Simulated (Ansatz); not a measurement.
Four-centre ligand exchange

Start structure (SiH2SF4, singlet), relaxed at PBE0-D4/def2-TZVP:

| atom | x (Å) | y (Å) | z (Å) |
| --- | --- | --- | --- |
| Si1 | -0.6675 | -0.2847 | -1.1596 |
| F2 | -0.1798 | -1.5369 | -0.3604 |
| F3 | 0.5149 | 0.7106 | -1.3935 |
| F4 | -1.8501 | 0.4177 | -0.4219 |
| F5 | -1.1787 | -0.7696 | -2.5578 |
| H6 | 0.9823 | -0.4422 | 2.3515 |
| S7 | 0.5946 | 0.8047 | 2.0435 |
| H8 | 1.7842 | 1.1005 | 1.4982 |

The step: SiF₄ ([F][Si]([F])([F])[F]) + H₂S → SiHSF₃ ([F][Si]([F])([F])[SH]) + HF; bonds formed: Si1–S7, F2–H6; bonds broken: Si1–F2, H6–S7. Computed with Ansatz 0.2.0 (basis: def2-TZVPP and def2-QZVPP); correlated methods freeze the cores. Extrapolation: Hartree–Fock as exp(−7.88 √X), correlation as X^−2.97. Energies below are by CCSD(T) at an estimated basis limit (MP2 extrapolated from triple and quadruple zeta, plus CCSD(T) − MP2 in triple zeta).

**Question.** What are the electronic barrier and the energy of the step, from the start structure to the end structure? (Judge from chemistry; the value comes from the calculation.)

**Answer.** The calculation gives: Barrier 46.45 kcal/mol; step energy 21.11 kcal/mol (uphill); reverse barrier, their difference, 25.34 kcal/mol. Barrier and step energy count from the start structure, the reverse barrier from the end structure.

The saddle point: One imaginary mode of 824i cm⁻¹.
```
  pair  start (Å)  saddle (Å)  end (Å)
Si1–S7       3.61        2.30     2.11
 F2–H6       3.15        1.22     0.93
Si1–F2       1.56        1.86     3.87
 H6–S7       1.34        1.56     2.29
```

Zero-point energy (harmonic, PBE0-D4): ZPE is 18.17 kcal/mol at the start and 17.56 kcal/mol at the saddle, so the barrier goes from 46.45 to 45.84 kcal/mol.

The T1 diagnostic stays at or below 0.013.

Labels in which every atom is bracketed show which atoms are joined, not bond orders.

For scale, one of the runs: CCSD(T)/def2-TZVPP, 236 basis functions, launched by `ansatz run in.yaml --threads 8 --pin off --events-out ev --progress --plain --max-ram 19148MiB`. Time: 2.3 min of wall clock on 8 CPU threads of an Arm Neoverse V1; the host was shared. Peak host memory: 4.7 GiB.
